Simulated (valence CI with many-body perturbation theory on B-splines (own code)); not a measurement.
# E1 transitions of Sm31+

Calculated by configuration interaction combined with many-body perturbation theory (CI+MBPT): three valence electrons over a frozen Dirac-Fock core [Ar] 3d10, a basis of 11 s, 11 p, 10 d, 8 f, 5 g, 2 h functions for each j, with the one-electron correlation potential Σ1, the two-electron term Σ2, the three-electron term Σ3, Breit, model QED; selected CI, second order for the rest, scaled by the run's own slope (own B-spline code, finite nucleus).

No measured spectrum was set against this ion. As an estimate, large intervals hold to a few tenths of a per cent, small ones and those within an open d or f shell to about a per cent.

Lines 1 to 50 of 544 in falling wavelength, among levels below 36.911 Ry, chosen from the strongest by gf and those to the six lowest levels. Wavelengths and rates use the calculated energies. Electric multipoles are in the length gauge, E1 and E2 with the static RPA response of the core. Weak lines are less certain than strong ones. Lines between different terms over intervals too small for the method are left out, as are lines whose strength nearly cancels. Where a level lies close to another of its J and parity, the split of strength between their lines is uncertain. The highest levels of a list are the least certain.

Levels are named by their leading jj configuration (3d3/2^4 stands for four electrons in 3d with j = 3/2), which in mixed levels can hold well under half, so a name can repeat and another be missing. Letters in brackets count levels of one name in rising energy.

```
λ vac (Å)                          Upper                       Lower   A (s⁻¹)  log gf  Branch %
    415.6             (4s 4p1/2^2) J=1/2          (4s^2 4p3/2) J=3/2  3.30e+07   -2.77       0.3
    211.1     (4s 4p1/2 4p3/2) J=3/2 [a]          (4s^2 4p3/2) J=3/2  9.41e+08   -1.60      67.7
    207.5      (4p1/2 4d3/2 4d5/2) J=9/2  (4s 4d3/2 4d5/2) J=7/2 [b]  5.81e+09   -0.43       5.8
    207.0     (4p1/2 4p3/2 4f7/2) J=11/2  (4s 4p3/2 4f7/2) J=9/2 [b]  4.37e+09   -0.47       2.9
    205.9      (4p1/2 4p3/2 4f5/2) J=9/2  (4s 4p3/2 4f7/2) J=7/2 [b]  6.88e+09   -0.36       2.0
    195.4      (4p1/2 4p3/2 4d5/2) J=9/2  (4s 4p3/2 4d5/2) J=7/2 [a]  5.39e+09   -0.51       7.8
    191.5         (4s 4p1/2 4p3/2) J=5/2          (4s^2 4p3/2) J=3/2  6.55e+09   -0.67     100.0
    183.6             (4s 4p1/2^2) J=1/2          (4s^2 4p1/2) J=1/2  1.14e+10   -0.94      99.7
    178.6          (4p1/2^2 4p3/2) J=3/2  (4s 4p1/2 4p3/2) J=3/2 [b]  8.86e+09   -0.77       7.0
    174.9          (4p1/2^2 4f5/2) J=5/2  (4s 4p1/2 4f5/2) J=5/2 [b]  1.11e+10   -0.51       9.1
    174.7          (4p1/2 4d5/2^2) J=7/2      (4s 4d3/2 4d5/2) J=9/2  1.38e+10   -0.30       6.8
    173.4          (4p1/2^2 4f5/2) J=5/2      (4s 4p1/2 4f5/2) J=3/2  1.39e+10   -0.43      11.3
    171.5  (4p1/2 4p3/2 4f7/2) J=9/2 [a]  (4s 4p3/2 4f7/2) J=9/2 [a]  1.05e+10   -0.33       3.2
    168.1     (4s 4p1/2 4p3/2) J=3/2 [b]          (4s^2 4p3/2) J=3/2  6.98e+09   -0.93       6.9
    168.1          (4p1/2 4d5/2^2) J=9/2          (4s 4d5/2^2) J=9/2  8.97e+09   -0.42       6.6
    166.5          (4p1/2^2 4f7/2) J=7/2  (4s 4p1/2 4f7/2) J=7/2 [b]  1.24e+10   -0.38       8.5
    165.8     (4p1/2 4p3/2 4f7/2) J=11/2     (4s 4p3/2 4f7/2) J=11/2  1.33e+10   -0.18       8.8
    164.8  (4p1/2 4p3/2 4f7/2) J=7/2 [b]  (4s 4p3/2 4f7/2) J=9/2 [a]  1.36e+10   -0.35       3.5
    164.5          (4p1/2^2 4f7/2) J=7/2      (4s 4p1/2 4f7/2) J=9/2  2.70e+10   -0.06      18.4
    164.4  (4p1/2 4d3/2 4d5/2) J=7/2 [b]          (4s 4d5/2^2) J=9/2  1.82e+10   -0.23       4.0
    163.9          (4p1/2 4p3/2^2) J=3/2          (4s 4p3/2^2) J=5/2  1.88e+10   -0.52      10.2
    163.8  (4p1/2 4p3/2 4f7/2) J=9/2 [b]     (4s 4p3/2 4f7/2) J=11/2  1.97e+10   -0.10       6.6
    163.3  (4p1/2 4p3/2 4d5/2) J=7/2 [a]      (4s 4p3/2 4d5/2) J=9/2  2.39e+10   -0.12      27.6
    162.0          (4p1/2^2 4d5/2) J=5/2      (4s 4p1/2 4d5/2) J=7/2  3.13e+10   -0.13      22.4
    161.1         (4s 4p1/2 4p3/2) J=1/2          (4s^2 4p3/2) J=3/2  1.25e+10   -1.01       5.3
    159.2  (4p1/2 4d3/2 4d5/2) J=5/2 [b]  (4s 4d3/2 4d5/2) J=7/2 [a]  1.46e+10   -0.48       2.9
    158.1          (4p1/2^2 4p3/2) J=3/2      (4s 4p1/2 4p3/2) J=5/2  3.90e+10   -0.23      30.9
    157.6  (4p1/2 4p3/2 4d3/2) J=5/2 [b]      (4s 4p3/2 4d3/2) J=7/2  1.96e+10   -0.36       4.7
    156.7      (4p1/2 4p3/2 4d5/2) J=9/2      (4s 4p3/2 4d5/2) J=9/2  1.83e+10   -0.17      26.5
    154.7          (4p1/2^2 4d3/2) J=3/2      (4s 4p1/2 4d3/2) J=5/2  2.14e+10   -0.51      24.9
    146.9          (4p1/2^2 4p3/2) J=3/2  (4s 4p1/2 4p3/2) J=3/2 [a]  1.12e+10   -0.84       8.9
    134.0         (4p3/2^2 4f7/2) J=11/2  (4s 4p3/2 4f7/2) J=9/2 [c]  2.09e+10   -0.17       5.8
    128.6     (4s 4p1/2 4p3/2) J=3/2 [a]          (4s^2 4p1/2) J=1/2  4.48e+08   -2.35      32.2
    127.8          (4p3/2^2 4d5/2) J=9/2  (4s 4p3/2 4d5/2) J=7/2 [b]  3.68e+10   -0.05      19.9
    127.5     (4s 4p1/2 4d3/2) J=3/2 [a]  (4s 4p1/2 4p3/2) J=3/2 [b]  2.96e+09   -1.54       6.7
    126.4          (4p3/2 4d5/2^2) J=9/2          (4s 4d5/2^2) J=7/2  2.60e+10   -0.21       6.2
    125.7          (4p3/2^2 4d3/2) J=7/2  (4s 4p3/2 4d5/2) J=7/2 [a]  2.64e+10   -0.30       5.8
    125.1         (4s 4p1/2 4d3/2) J=5/2  (4s 4p1/2 4p3/2) J=3/2 [b]  6.11e+09   -1.07      26.1
    124.9  (4p3/2 4d3/2 4d5/2) J=7/2 [c]  (4s 4d3/2 4d5/2) J=5/2 [c]  2.01e+10   -0.43       3.6
    124.7             (4s 4p3/2^2) J=5/2          (4s^2 4p3/2) J=3/2  1.17e+10   -0.79     100.0
    124.7          (4p3/2^2 4f7/2) J=7/2          (4s 4d5/2^2) J=7/2  1.92e+10   -0.45       5.6
    124.0  (4p3/2 4d3/2 4d5/2) J=7/2 [a]  (4s 4d3/2 4d5/2) J=5/2 [b]  1.83e+10   -0.47       4.1
    123.3          (4p3/2^2 4d3/2) J=7/2  (4s 4p3/2 4d3/2) J=5/2 [b]  1.62e+10   -0.53       3.6
    122.6     (4s 4p3/2 4f5/2) J=5/2 [b]          (4s^2 4f5/2) J=5/2  2.89e+10   -0.41       5.7
    122.6      (4p3/2^2 4d5/2) J=5/2 [b]  (4s 4p3/2 4d5/2) J=5/2 [b]  2.95e+10   -0.40       6.4
    122.4     (4p3/2 4d3/2 4d5/2) J=11/2     (4s 4p3/2 4f7/2) J=11/2  2.91e+10   -0.11       9.0
    122.3          (4p1/2 4p3/2^2) J=3/2  (4s 4p1/2 4p3/2) J=3/2 [b]  1.09e+10   -1.01       5.9
    122.2         (4p3/2 4d5/2^2) J=11/2          (4s 4d5/2^2) J=9/2  2.71e+10   -0.14      14.1
    121.8          (4p3/2^2 4f5/2) J=9/2  (4s 4d3/2 4d5/2) J=7/2 [b]  2.70e+10   -0.22       7.3
    121.7  (4p1/2 4p3/2 4d5/2) J=5/2 [b]      (4s 4p1/2 4d5/2) J=3/2  2.69e+10   -0.45       7.9
```
